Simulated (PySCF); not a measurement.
How methods differ on the ionisation energy of Ta⁶⁰⁺

Ta⁶⁰⁺ [Ne] 3s2 3p1 (2P) → Ta⁶¹⁺ [Ne] 3s2 (1S), as a difference of total energies. All numbers are calculated (PySCF 2.14, scalar relativity by spin-free X2C-1e, in an uncontracted even-tempered set (17 s from 16 bohr⁻², ratio 2.5; 12 p from 20 bohr⁻², ratio 2.5; 4 d from 79 bohr⁻², ratio 2.7; 4 f from 120 bohr⁻², ratio 2.7)). Correlated levels: outer shells: 1s2 frozen; virtual orbitals above 40 to 60 times the deepest correlated orbital energy dropped. The calculations carry no spin-orbit coupling.

| method | ionisation energy (eV) |
| --- | --- |
| UHF | 6269.0 |
| PBE0 | 6271.9 |
| r2SCAN | 6271.7 |
| M06-2X | 6272.8 |
| TPSS | 6272.5 |
| MP2 (outer shells) | 6269.7 |
| SCS-MP2 (outer shells) | 6269.5 |

Question: Estimate what LDA gives.

Answer: 6270.6 eV, closest to MP2 (outer shells) among the rows shown.

Question: Estimate what PBE gives.

Answer: 6272.4 eV, closest to TPSS among the rows shown.

A first-order spin-orbit estimate (lowest level to lowest level, LS coupling) adds 210.6 eV.

Breit and QED terms and the two-electron picture change are absent.

First order in ζ underestimates the shift of j = l − 1/2 levels at high Z.

For comparison: 6502 ± 10 eV (theoretical estimate listed by NIST; NIST Atomic Spectra Database, ionization energies).
